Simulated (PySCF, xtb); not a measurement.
GeHI3, SMILES [I][GeH]([I])[I].

GFN2-xTB in xtb at its own geometry gives an orbital gap of 3.83 eV and a dipole moment of 3.29 D.

The structure is a stationary point at B3LYP-D3(BJ)/def2-SVP. The def2 effective core potentials stand for the cores of I; spin–orbit coupling is left out.

Task: What does PBE0/def2-TZVP in PySCF give? (Estimate from the structure and the level; the computed values follow.)

Result: gap 4.82 eV (levels -7.71 and -2.89 eV), dipole 0.69 D.
